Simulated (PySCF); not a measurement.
[CuCl2]- (charge -1 and singlet state).
Cartesian coordinates in Å at the PBE0-D3(BJ)/def2-SVP level; atoms count from 1:
```xyz
3
CuCl2 angstrom
Cu     0.0006    0.0003    0.0000
Cl    -0.0178   -0.0222    2.1467
Cl     0.0172    0.0219   -2.1467
```

Jobs on this species (3 atoms, 64 electrons) with PySCF (density fitting). Hardware of each: one thread, x86-64 server (shared host). Times come from a shared host and carry two figures at best.

```csv
level and settings,work,basis functions,SCF cycles,wall time
CAM-B3LYP/def2-SVPD,"15 singlets by full TDDFT, 4 Tamm–Dancoff triplets, polarisability",88,?,?
PBE/pcSseg-1 (pcSseg-2 on Cu),shieldings,121,?,?
PBE0/pcSseg-1 (pcSseg-2 on Cu),"shieldings, charges and field gradients",121,12,9.4 s
B3LYP/pcSseg-1 (pcSseg-2 on Cu),shieldings,121,12,6.1 s
"PBE0-D3(BJ)/def2-SVP, grid level 1",geometry optimisation from a GFN2-xTB start,67,24,6.9 s
```

Question: Fill in the missing figures.

Answer: 
- CAM-B3LYP/def2-SVPD; 15 singlets by full TDDFT, 4 Tamm–Dancoff triplets, polarisability: 6.1 s, 11 SCF cycles
- PBE/pcSseg-1 (pcSseg-2 on Cu); shieldings: 7.5 s, 14 SCF cycles

Question: What do all jobs in the table cost together?

Answer: About 36 s; the longest takes about 26 % of that, and about 1.5 times as long as the shortest.
